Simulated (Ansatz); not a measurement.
`N[SiH2]OCF` → `OCN[SiH2]F`  (isomerisation)

Program: Ansatz. Geometries: PBE0-D4/def2-TZVP. ΔE: electronic, gas phase. CBS: MP2 limit from def2 TZ/QZ plus the TZ coupled-cluster correction, frozen cores. Functionals use def2-TZVPP. B3LYP here is the variant with VWN-RPA as its local correlation; programs differ in this. HSE06 is defined as in plane-wave codes. Each species was taken in one conformer, which may not be the lowest.

```
         level  ΔE (kJ/mol)
       BLYP-D4        -50.3
        revPBE        -50.8
          BLYP        -48.2
          PBE0        -52.3
         B3LYP        -48.9
         HSE06        -52.2
MP2/def2-TZVPP        -58.4
MP2/def2-QZVPP        -60.0
```

(1) What does CCSD(T)/CBS give? (An estimate is asked.)

Largest T1 diagnostic among the species: 0.011.

Answers

(1) Computed: -56.7 kJ/mol. The listed levels differ from it by 6.4, 5.9, 8.5, 4.4, 7.8, 4.5, -1.7, -3.3 kJ/mol.

Leaving LDA and LC-ωPBE aside and taking each functional with its dispersion term where it has one, the values, not all of them listed here, spread over 6.7 kJ/mol, from PBE-QIDH to B97M-V. At CCSD(T), def2-SVP lies +3.1 kJ/mol from the extrapolated value and def2-TZVPP +2.4 kJ/mol.

CCSD(T)/CBS has its own doubt, a few kJ/mol and more with outer-core shells, so smaller differences from it don't rank the levels.
